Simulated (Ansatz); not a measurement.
C2H9B2N (`BCN(B)C`) at its PBE0-D4/def2-TZVP geometry, where that method's forces vanish. Total charge 0; spin multiplicity 1.

```xyz
14

B    -1.2107    1.6452    0.5086
C    -0.3964    0.7682   -0.4741
N     0.3376   -0.3701    0.0410
B     0.9257   -0.3772    1.2959
C     0.5066   -1.4421   -0.9151
H    -1.5735    2.7250    0.1412
H    -1.5841    1.2205    1.5596
H     0.2208    1.3464   -1.1748
H    -1.2372    0.4114   -1.1107
H     1.5573   -1.3349    1.6385
H     0.8024    0.5827    2.0022
H     1.0096   -1.0825   -1.8204
H    -0.4634   -1.8542   -1.2159
H     1.1054   -2.2385   -0.4763
```

Task: What forces (eV/Å) does ωB97M-V/def2-TZVPP give on these atoms in the Gaussian-basis code of Ansatz? (Estimate.)

Result: The calculation gave: 
```
B1  -0.120  0.107  0.112
C2  -0.094  0.181 -0.223
N3   0.055 -0.005  0.213
B4   0.083  0.001  0.157
C5   0.037 -0.235 -0.212
H6   0.049 -0.142  0.046
H7   0.050  0.054 -0.144
H8  -0.048 -0.041  0.063
H9   0.053  0.016  0.049
H10 -0.071  0.105 -0.043
H11  0.016 -0.109 -0.080
H12 -0.039 -0.026  0.077
H13  0.078  0.036  0.028
H14 -0.048  0.058 -0.042
```
